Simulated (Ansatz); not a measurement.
Relaxation of the cluster MoAu₄⁻ with UKS r2SCAN-D4/def2-SVPD.

```sh
$ ansatz run in.yaml --threads 4 --pin off --events-out ev --progress --plain --max-ram 4787MiB
```

```yaml
crystal:
  periodic: [false, false, false]
  atoms:
    - {symbol: Mo, position_ang: [0.031810, 0.583020, 0.047710]}
    - {symbol: Au, position_ang: [-1.178310, 0.983440, -1.864690]}
    - {symbol: Au, position_ang: [0.080950, -1.786610, -0.149820]}
    - {symbol: Au, position_ang: [-1.059690, 0.654870, 2.068800]}
    - {symbol: Au, position_ang: [2.125240, -0.434720, -0.102010]}
basis:
  gaussian: {orbitals: def2-SVPD}
total_charge: -1
magnetization: {spin_polarized: true, initial_magnetization: 1}
hamiltonian: {xc: r2scan, dispersion: d4}
scf: {lower_state_search: "off"}
output: {orbitals: {seedname: orbitals}}
relax: {f_tol: 0.02, max_steps: 100}
```

Run time 95 s (4 threads of Arm Neoverse V2 on a shared host).

Positions (Å) and forces (eV/Å) at steps 1, 2, 3, 4, 5, 7, 8 of 8:

```xyz
5
step=1 energy=-16638.7698 eV
Mo    0.032    0.583    0.048    0.600    2.363    0.175
Au   -1.178    0.983   -1.865   -1.805    0.779   -2.760
Au    0.081   -1.787   -0.150   -3.200   -4.442   -0.268
Au   -1.060    0.655    2.069   -1.636    0.303    2.959
Au    2.125   -0.435   -0.102    6.042    0.996   -0.107
5
step=2 energy=-16640.4414 eV
Mo    0.057    0.616    0.050    0.352   -0.415   -0.045
Au   -1.246    1.024   -1.968   -0.549    0.371   -0.740
Au   -0.011   -1.915   -0.158   -0.596   -0.493   -0.022
Au   -1.121    0.677    2.182   -0.503    0.241    0.823
Au    2.321   -0.402   -0.105    1.295    0.295   -0.016
5
step=3 energy=-16640.7911 eV
Mo    0.061    0.469    0.037   -0.068   -0.598   -0.047
Au   -1.335    1.156   -1.955    0.003    0.171    0.086
Au    0.009   -2.064   -0.170   -0.133   -0.022    0.002
Au   -1.210    0.810    2.196   -0.001    0.183   -0.057
Au    2.474   -0.371   -0.108    0.200    0.266    0.016
5
step=4 energy=-16640.9336 eV
Mo    0.007    0.282    0.023   -0.041   -0.033   -0.001
Au   -1.348    1.283   -1.901    0.122    0.006    0.261
Au    0.050   -2.216   -0.184   -0.050   -0.211   -0.016
Au   -1.226    0.944    2.164    0.107    0.049   -0.264
Au    2.517   -0.293   -0.103   -0.139    0.189    0.020
5
step=5 energy=-16641.0126 eV
Mo   -0.010    0.130    0.011   -0.080    0.201    0.020
Au   -1.369    1.398   -1.750    0.138   -0.092    0.224
Au    0.107   -2.374   -0.200   -0.021   -0.147   -0.012
Au   -1.255    1.083    2.037    0.124   -0.053   -0.245
Au    2.526   -0.237   -0.098   -0.161    0.091    0.013
5
step=7 energy=-16641.0440 eV rejected
Mo   -0.012    0.012    0.001    0.001    0.007    0.002
Au   -1.326    1.447   -1.617   -0.006    0.003    0.004
Au    0.056   -2.510   -0.200    0.020    0.004   -0.003
Au   -1.233    1.139    1.910   -0.002    0.006   -0.004
Au    2.515   -0.089   -0.094   -0.012   -0.020    0.001
5
step=8 energy=-16641.0453 eV
Mo   -0.016    0.019    0.002   -0.005    0.012    0.001
Au   -1.355    1.458   -1.595    0.003   -0.002    0.002
Au    0.108   -2.501   -0.212   -0.001   -0.012   -0.001
Au   -1.248    1.168    1.893    0.002   -0.001   -0.003
Au    2.510   -0.145   -0.088    0.001    0.003    0.000
```

In the def2 sets Au, Mo take a core potential; there is no spin–orbit coupling. The charge -1 doublet is spin-contaminated (final ⟨S²⟩ up to 1.75, 0.75 for a pure state). The relaxation made no stability test and no search for a lower SCF solution. No other spin state of charge -1 was run. The structure comes from a short search, and lower isomers may exist.
